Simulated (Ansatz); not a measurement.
Reactions of H8OSi4 (`O[Si]1([SiH3])[SiH2][SiH2]1`).

Isolated molecules relaxed with PBE0-D4/def2-TZVP in Ansatz; ΔE leaves out vibrations. CBS: MP2 limit from def2 TZ/QZ plus the TZ coupled-cluster correction, frozen cores. DFT in def2-TZVPP. Elements past krypton have def2 core potentials. For Br, Ge, Sn outer-core shells are correlated without core-valence functions, which leaves a few kJ/mol of doubt a bond. Scalar relativity is left out up to krypton. One conformer a species, not always the lowest.

```
                                                                                             reaction  ωB97X-V (kJ/mol)  ωB97M-V (kJ/mol)
           `O[Si]1([SiH3])[SiH2][SiH2]1` + `C=N[SiH2]N` → `C=N[SiH2]N[SiH3]` + `O[SiH]1[SiH2][SiH2]1`               -38               -40
`O[Si]1([SiH3])[SiH2][SiH2]1` + `[CH2]1[S][GeH2]1` → `[SiH3][CH]1[S][GeH2]1` + `O[SiH]1[SiH2][SiH2]1`                 7                 4
                       `O[Si]1([SiH3])[SiH2][SiH2]1` + `OBCO` → `OCBO[SiH3]` + `O[SiH]1[SiH2][SiH2]1`               -58               -59
        `O[Si]1([SiH3])[SiH2][SiH2]1` + `[OH][Sn][Cl]` → `[SiH3][O][Sn][Cl]` + `O[SiH]1[SiH2][SiH2]1`               -95               -97
             `O[Si]1([SiH3])[SiH2][SiH2]1` + `OC(O)(O)F` → `O[SiH]1[SiH2][SiH2]1` + `OC(O)(F)O[SiH3]`               -70               -72
               `O[Si]1([SiH3])[SiH2][SiH2]1` + `[SiH3]Br` → `[SiH3][SiH2]Br` + `O[SiH]1[SiH2][SiH2]1`                12                15
                       `O[Si]1([SiH3])[SiH2][SiH2]1` + `CNCS` → `CNCS[SiH3]` + `O[SiH]1[SiH2][SiH2]1`               -49               -51
```

(1) Give the CCSD(T)/CBS values in the same order. (An estimate is asked.)

Largest T1 diagnostic: 0.017, for `[OH][Sn][Cl]`.

Answers

(1) Ansatz gave: -37, 4, -57, -94, -68, 15, -49 kJ/mol.
